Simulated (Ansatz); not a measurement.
A single point on CH10BNSi2 (`NB([SiH3])C[SiH3]`).

```yaml
crystal:
  periodic: [false, false, false]
  atoms:
    - {symbol: N, position_ang: [-0.271034, -0.528611, 1.851313]}
    - {symbol: B, position_ang: [-0.510289, -0.160137, 0.528185]}
    - {symbol: Si, position_ang: [-1.530577, 1.556590, 0.181040]}
    - {symbol: C, position_ang: [0.037706, -1.043625, -0.646688]}
    - {symbol: Si, position_ang: [1.763956, -0.489713, -1.139811]}
    - {symbol: H, position_ang: [-0.567473, 0.018062, 2.641479]}
    - {symbol: H, position_ang: [0.225154, -1.367777, 2.109726]}
    - {symbol: H, position_ang: [-2.821966, 1.275478, -0.512572]}
    - {symbol: H, position_ang: [-1.853932, 2.284444, 1.444932]}
    - {symbol: H, position_ang: [-0.768816, 2.493563, -0.694082]}
    - {symbol: H, position_ang: [-0.583496, -0.973141, -1.544934]}
    - {symbol: H, position_ang: [0.112147, -2.103615, -0.374107]}
    - {symbol: H, position_ang: [1.782724, 0.957509, -1.481877]}
    - {symbol: H, position_ang: [2.252419, -1.255312, -2.319247]}
    - {symbol: H, position_ang: [2.711677, -0.714415, -0.013957]}
basis:
  gaussian: {orbitals: def2-QZVPP}
correlation: {method: mp2}
```

```sh
$ ansatz run in.yaml --threads 4 --pin off --events-out ev --progress --plain --max-ram 10444MiB
```

Shortened log:

```
Functional definition: HF
3583 factors; integrals over basis functions are off by at most 9.0e-4 eV
mean field evaluation 1: about -19064.9754 eV, gradient 4.4e1 eV
mean field evaluation 2: about -19065.1014 eV, gradient 4.4e1 eV
mean field evaluation 4: about -19070.3488 eV, gradient 4.4e0 eV
mean field evaluation 8: about -19070.4403 eV, gradient 2.9e-1 eV
mean field -19070.44077504 eV, -700.8257720737 hartree, gradient 1.8e-6 eV, S^2 0.000000; 0 other end points of the search recorded, 0 dependent functions left out
13 core orbitals not correlated: weight in the atoms' cores, before any rotation towards them, 1.000 or more for the frozen orbitals, at most 0.000 for the correlated occupied ones
reference -19070.44077504 eV, -700.8257720737 hartree; 15, 15 occupied and 583, 583 virtual orbitals, 3583 factors
second order -21.78362262 eV of doubles, -0.00000000 eV of singles
Total energy: -19092.22439766 eV, -701.6263054393 hartree
```

Run time 14 s (4 threads of an AMD EPYC 9R45 on a shared host); peak host memory 5.3 GiB.
